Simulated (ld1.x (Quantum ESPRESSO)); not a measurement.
## arsenic: excitation energies, all-electron against TM semilocal

| Property | Result |
| --- | --- |
| Element | As |
| Generator | ld1.x (Quantum ESPRESSO) 7.5 |
| Type | norm-conserving Troullier–Martins (semilocal form) |
| Functional | PBE |
| Relativity | scalar-relativistic |
| Frozen core | [Ar] |
| Valence charge | 15 |
| Reference configuration | 3d10 4s2 4p3 |
| Partial waves | 4s (bound): rc 1.25 bohr; 4p (bound): rc 1.40 bohr; 3d (bound): rc 0.85 bohr |
| Local potential | the d channel |
| Core correction | Bessel-smoothed model core inside 0.75 bohr |

Energies are relative to the spin-unpolarised reference configuration 3d10 4s2 4p3; without spin polarisation the order of configurations can differ from experiment.

```csv
valence configuration,charge,ΔE all-electron (eV),error AE − PS (meV)
3d10 4s2 4p1,+2,27.067,+5.5
3d10 4s1 4p3,+1,19.256,+4.9
3d10 4s1 4p4,0,9.417,-0.1
3d10 4s1 4p0,+4,105.417,-5.4
3d9 4s2 4p4,0,40.098,-410
```

What are ΔE and the potential's error for 3d10 4s2 4p0?

ΔE = 54.770 eV all-electron; the error (AE − PS) is +4.8 meV.

What are ΔE and the potential's error for 3d10 4s2 4p2?

ΔE = 9.149 eV all-electron; the error (AE − PS) is +1.0 meV.
